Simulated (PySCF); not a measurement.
**Computed properties of cyclopent-3-en-1-ol (C5H8O), SMILES OC1CC=CC1**

cyclopent-3-en-1-ol (C5H8O), SMILES OC1CC=CC1. Geometry: B3LYP-D3(BJ)/def2-SVP. The values are those of a single conformer. All values are computed for the isolated molecule unless a solvent is named; none is compared with measurement here.

**Structure.** The optimised structure has Cs symmetry. All 36 harmonic modes at B3LYP-D3(BJ)/def2-SVP (PySCF) are real, so it is a minimum. With heavy atoms numbered as in [OH:1][CH:2]1[CH2:3][CH:4]=[CH:5][CH2:6]1, the shortest bond between them is C4–C5 at 1.341 Å and the longest C2–C6 at 1.549 Å.

**Vibrations.** The strongest infrared lines (harmonic, unscaled, degenerate partners summed) lie at 1175 cm⁻¹ (100 km/mol, H 82 %, C 9 %, O 9 %), 408 cm⁻¹ (58 km/mol, H 73 %, C 22 %), 1421 cm⁻¹ (55 km/mol, H 81 %, C 14 %). The softest mode is at 141 cm⁻¹ and the zero-point energy is 75.9 kcal/mol.

**Electronic structure.** B3LYP/def2-TZVP (PySCF) places the frontier levels at -6.98 and 0.00 eV, a gap of 6.98 eV, and gives a dipole moment of 1.59 D and a mean polarisability of 60.8 bohr³. PBE/def2-TZVP (PySCF) at the same geometry gives -6.06 and -0.78 eV, so its gap is 1.70 eV narrower. An orbital gap is neither the optical nor the fundamental gap.

**Excitations.** TDDFT-ωB97X/def2-SVPD (PySCF) has S1 at 7.08 eV (175 nm, f = 0.239, bright); the most intense of the 7 singlets computed lies at 7.08 eV (f = 0.24). T1 (TDA) is at 4.30 eV. TDDFT-PBE/def2-SVPD (PySCF) puts S1 at 5.42 eV. No vertical singlet excitation falls in the visible range (under 3.1 eV).

**NMR.** GIAO shifts at B3LYP/pcSseg-1 (PySCF) (non-relativistic, atoms alike by connectivity averaged): ¹³C from 50.0 to 141.3 ppm against TMS; ¹H from 1.2 to 6.2 ppm against TMS.

**Solvation.** SMD-PBE0/6-31G* (PySCF) gives -4.7 kcal/mol in water, -5.0 kcal/mol in dimethylsulfoxide, -5.8 kcal/mol in chlorobenzene (1 M in both phases, gas-phase geometry); of these solvents chlorobenzene holds the molecule best.
